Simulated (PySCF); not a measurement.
# Radial density of Sr (strontium, neutral)

UHF, [Kr] 5p2, high-spin 3P determinant (an excited configuration). Calculation: PySCF 2.14, in def2-TZVPPD with the def2 core potential (28 electrons) (6s4p3d1f, 40 functions); a scalar-relativistic core potential. This is the valence pseudo-density: the core potential removes the inner electrons and smooths the orbitals near the nucleus.

```json
{"r (bohr)": "0.0852", "4πr²ρ (e/bohr)": "1.996e-05", "4πr²(ρα − ρβ)": "0.0000"}
{"r (bohr)": "0.143", "4πr²ρ (e/bohr)": "0.0001210", "4πr²(ρα − ρβ)": "0.0000"}
{"r (bohr)": "0.241", "4πr²ρ (e/bohr)": "0.001311", "4πr²(ρα − ρβ)": "0.0000"}
{"r (bohr)": "0.405", "4πr²ρ (e/bohr)": "0.03778", "4πr²(ρα − ρβ)": "0.0002"}
{"r (bohr)": "0.682", "4πr²ρ (e/bohr)": "1.223", "4πr²(ρα − ρβ)": "0.0125"}
{"r (bohr)": "1.15", "4πr²ρ (e/bohr)": "6.561", "4πr²(ρα − ρβ)": "0.0659"}
{"r (bohr)": "1.93", "4πr²ρ (e/bohr)": "3.379", "4πr²(ρα − ρβ)": "-0.0045"}
{"r (bohr)": "3.24", "4πr²ρ (e/bohr)": "0.4065", "4πr²(ρα − ρβ)": "0.2260"}
{"r (bohr)": "5.46", "4πr²ρ (e/bohr)": "0.4143", "4πr²(ρα − ρβ)": "0.4140"}
{"r (bohr)": "9.18", "4πr²ρ (e/bohr)": "0.08671", "4πr²(ρα − ρβ)": "0.0867"}
{"r (bohr)": "15.4", "4πr²ρ (e/bohr)": "0.0002829", "4πr²(ρα − ρβ)": "0.0003"}
```

Energies and moments cover only the electrons outside the core potential.

Question: Where is the radial spin density 4πr²(ρα − ρβ) most negative, and why is it negative at all?

Answer: Around r = 1.93 bohr, down to -0.0045 e/bohr: exchange with the open shell polarises the paired shells in an unrestricted calculation.
